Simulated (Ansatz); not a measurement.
Start from `N[SiH2]C(F)F` and change one atom or group to get `COC(F)F`.

Ansatz, PBE0-D4/def2-TZVP geometries, multiplicity 1. Each molecule was computed in one conformer, which needn't be the lowest.

| property | `N[SiH2]C(F)F` |
| --- | --- |
| ideal-gas entropy at 298 K and 1 bar (rigid rotor, harmonic PBE0-D4/def2-TZVP) / J/(mol·K) | 352 |
| HOMO energy (PBE0/def2-TZVPP) / eV | -7.64 |
| HOMO–LUMO gap (PBE/def2-TZVPP) / eV | 5.49 |
| zero-point energy (PBE0-D4/def2-TZVP) / kJ/mol | 170.9 |
| HOMO–LUMO gap (B3LYP/def2-TZVPP) / eV | 7.32 |
| LUMO energy (PBE0/def2-TZVPP) / eV | 0.17 |

Give the same properties after the change, and the shifts. (An estimate is asked.)

Computed: 
```
                                                                                  property  `COC(F)F`  shift
ideal-gas entropy at 298 K and 1 bar (rigid rotor, harmonic PBE0-D4/def2-TZVP) / J/(mol·K)        309    -43
                                                        HOMO energy (PBE0/def2-TZVPP) / eV      -8.93  -1.29
                                                       HOMO–LUMO gap (PBE/def2-TZVPP) / eV       7.81   2.32
                                            zero-point energy (PBE0-D4/def2-TZVP) / kJ/mol      172.5    1.6
                                                     HOMO–LUMO gap (B3LYP/def2-TZVPP) / eV       9.68   2.36
                                                        LUMO energy (PBE0/def2-TZVPP) / eV       1.37   1.20
```

With PBE0 the HOMO falls by 1.29 eV and the LUMO rises by 1.20 eV, so the gap widens by about 2.49 eV. PBE moves the HOMO by -1.06 eV and ωB97M-V by -1.38 eV. The zero-point energy changes by 1.6 kJ/mol with -3 modes. Modes under 60 cm⁻¹, often nearly free rotors, make the harmonic entropy too high.

B3LYP here is the variant with VWN-RPA as its local correlation; programs differ in this.

Positive LUMOs are unbound, so they and the gaps depend on the basis.
